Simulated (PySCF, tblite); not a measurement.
Isomers of C5H7FO, one GFN2-xTB conformer each. Single-point energies are computed at PBE0/pcSseg-1 (PySCF, gas phase, no added dispersion term), electronic only.

Problem. Rank them by PBE0/pcSseg-1 energy, lowest first (kJ/mol).
A. `[CH3:1]/[CH:2]=[C:3](/[CH3:4])[C:5](=[O:6])[F:7]` with C2–C3–C5–O6 -2°
B. `[F:1][C@H:2]1[CH:3]=[CH:4][CH2:5][O:6][CH2:7]1` with F1–C2–C3–C4 141°, C3–C4–C5–O6 10°, C4–C5–O6–C7 -43°, C5–O6–C7–C2 65°
C. `[CH3:1][CH2:2]/[CH:3]=[CH:4]\[C:5](=[O:6])[F:7]` with C1–C2–C3–C4 168°, C3–C4–C5–O6 3°
D. `[CH3:1][C@@H:2]1[CH2:3][C@@H:4]1[C:5](=[O:6])[F:7]` with C3–C4–C5–O6 -25°

Solution. A (0.0), C (10.8), D (13.5), B (99.9).

As drawn, the lowest has a C=O bond, which the highest lacks. Neighbours under 10 kJ/mol apart (CC/C=C\C(=O)F and C[C@@H]1C[C@@H]1C(=O)F) can change places with a better method, another conformer or zero-point energy. GFN2-xTB itself gives, in the same order: 10.4, 23.4, 0.0, 27.9. GFN2-xTB puts C[C@@H]1C[C@@H]1C(=O)F lowest instead; measured from each level's own lowest isomer, the values differ by up to 72.0 kJ/mol (F[C@H]1C=CCOC1: 27.9 against 99.9).

Problem. Which frontier levels, dipoles and rotational constants go with these structures?

Solution. 
```tsv
SMILES	HOMO (eV, PBE0/pcSseg-1)	LUMO (eV)	dipole (D)	A, B, C (MHz)
C/C=C(/C)C(=O)F	-7.86	-1.72	3.42	3691, 2439, 1496
CC/C=C\C(=O)F	-8.33	-1.91	3.64	7522, 1318, 1141
C[C@@H]1C[C@@H]1C(=O)F	-8.74	-0.44	3.51	4552, 1978, 1753
F[C@H]1C=CCOC1	-7.62	-0.03	1.68	4944, 2402, 1735
```

Problem. What happens when harmonic zero-point energies from GFN2-xTB frequencies are added?

Solution. 
```json
{"SMILES": "C/C=C(/C)C(=O)F", "ZPE (kJ/mol)": "282.7", "electronic (kJ/mol)": "0.0", "with ZPE (kJ/mol)": "0.0"}
{"SMILES": "CC/C=C\\C(=O)F", "ZPE (kJ/mol)": "284.4", "electronic (kJ/mol)": "10.8", "with ZPE (kJ/mol)": "12.4"}
{"SMILES": "C[C@@H]1C[C@@H]1C(=O)F", "ZPE (kJ/mol)": "288.1", "electronic (kJ/mol)": "13.5", "with ZPE (kJ/mol)": "18.9"}
{"SMILES": "F[C@H]1C=CCOC1", "ZPE (kJ/mol)": "289.5", "electronic (kJ/mol)": "99.9", "with ZPE (kJ/mol)": "106.7"}
```

The zero-point energies span 6.8 kJ/mol. The order is unchanged.

Problem. As an exercise, what shares would exp(−E/RT) give at 1000 K from these electronic energies alone (no entropy, no degeneracies)?

Solution. RT = 8.314 kJ/mol: C/C=C(/C)C(=O)F 67.9 %, CC/C=C\C(=O)F 18.6 %, C[C@@H]1C[C@@H]1C(=O)F 13.5 %, F[C@H]1C=CCOC1 under 0.1 %.
